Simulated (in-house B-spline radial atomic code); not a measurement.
**Two electrons outside the 1s2 core: Be**

Computed with an all-electron radial atomic-structure program (B-spline basis): configuration interaction (CI) of the two valence electrons in the field of the frozen Dirac-Fock core, alone and with many-body perturbation theory for the core (screened one- and two-electron correlation potentials), Breit and QED terms; no-pair Dirac Hamiltonian, finite nucleus. Labels give the configuration (outer n counted up each series) and the leading LS term, or the jj pair where no LS term holds 70 %.

Excitation energies (cm⁻¹):

| level | purity of the LS term | CI alone | CI + MBPT + Breit + QED | Landé g of the LS mixture | measured (NIST) |
| --- | --- | --- | --- | --- | --- |
| 2s2 1S0 | 1.0 | 0 | 0 | - | 0 |
| 2s2p 3P°0 | 1.0 | 22058 | 21959 | - | 21979 |
| 2s2p 3P°1 | 1.0 | 22060 | 21960 | 1.50 | 21979 |
| 2s2p 3P°2 | 1.0 | 22063 | 21961 | 1.50 | 21981 |
| 2s2p 1P°1 | 1.0 | 42783 | 42578 | 1.00 | 42565 |
| 2s3s 3S1 | 1.0 | 51943 | 52058 | 2.00 | 52081 |
| 2s3s 1S0 | 1.0 | 54501 | 54665 | - | 54677 |
| 2p2 1D2 | 1.0 | ? | ? | ? | ? |
| 2s3p 3P°1 | 1.0 | ? | ? | ? | ? |
| 2s3p 3P°2 | 1.0 | 58770 | 58885 | 1.50 | - |
| 2s3p 3P°0 | 1.0 | 58770 | 58885 | - | - |
| 2p2 3P0 | 1.0 | 60084 | 59688 | - | 59694 |

Question: Where does 2s3p 3P°1 lie?

Answer: 58770 cm⁻¹ in CI alone and 58885 cm⁻¹ with all corrections; g = 1.50.

Question: Where does 2p2 1D2 lie?

Answer: 56909 cm⁻¹ in CI alone and 56870 cm⁻¹ with all corrections; g = 1.00; measured 56882 cm⁻¹.

Question: What is the first ionisation energy?

Answer: 9.3194 eV to the 2s1/2 state of the next ion (9.2998 eV from CI alone). NIST lists 9.322699 ± 7e-06 eV (measured).

Some electric-dipole lines (reduced elements in atomic units, length form; vacuum wavelengths from the computed energies):

```tsv
upper	lower	D bare (size)	D with core polarisation (size)	λ (nm)	A (s⁻¹)
2s2p 3P°1	2s2 1S0	0.000108	0.000107	455.38	0.081
2s2p 1P°1	2s2 1S0	3.27	3.26	234.86	5.5e+08
2s3s 3S1	2s2p 3P°0	0.946	0.948	332.24	1.7e+07
2s3s 3S1	2s2p 3P°1	1.64	1.64	332.24	5e+07
2s3s 1S0	2s2p 3P°1	0.000201	0.0002	305.76	2.8
2p2 3P0	2s2p 3P°1	1.98	1.97	265.06	4.2e+08
```

Weak lines are less accurate than strong ones.
